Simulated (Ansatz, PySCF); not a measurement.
Spin states of H2O2Re (SMILES [OH][Re][OH]), each relaxed with B3LYP-D3(BJ)/def2-TZVP.
State 1 (charge 0, multiplicity 4):
```csv
atom,x (Å),y (Å),z (Å)
Re,0.1481,-0.2550,0.1316
O,1.4765,-0.0733,-1.1885
H,1.7403,0.7460,-1.6232
O,-1.3986,-0.5328,1.1662
H,-2.0200,0.1448,1.4568
```
State 2 (charge 0, multiplicity 2):
```xyz
5

Re    -0.010     0.002    -0.011
O      1.366     0.224    -1.144
H      2.097     0.346    -1.749
O     -1.387    -0.215     1.122
H     -2.121    -0.327     1.724
```

Singlets are restricted, other states unrestricted; no spin–orbit coupling, no relativity up to Kr; see below for the cores. The largest T1 diagnostic is 0.034.

Correlated levels freeze the inner cores; with def2 sets outer-core shells near the valence are correlated too.

Codes used: Ansatz (a first-principles code) with Gaussian orbitals; PySCF for the dispersion terms.  In def2 rows elements past Kr take small-core potentials, without spin–orbit coupling.

PBE/def2-TZVPP gives 1.90 kcal/mol for the energy of the multiplicity-2 state less that of the multiplicity-4 state.

How do the other levels lie against it? Give each less PBE: PBE-D3(BJ)/def2-TZVPP, r2SCAN/def2-TZVPP, PBE0/def2-TZVPP, wB97X-V/def2-TZVPP, B2PLYP/def2-TZVPP.

PBE-D3(BJ)/def2-TZVPP 0.01; r2SCAN/def2-TZVPP 2.15; PBE0/def2-TZVPP 1.88; wB97X-V/def2-TZVPP -2.75; B2PLYP/def2-TZVPP -1.07 kcal/mol. 3 of 5 lie above PBE; the widest gap is to wB97X-V/def2-TZVPP.

Doubts at one or more of the structures used: a spin-contaminated determinant (r2SCAN/def2-TZVPP); the program's own flag: asymmetric forces (PBE0/def2-TZVPP).
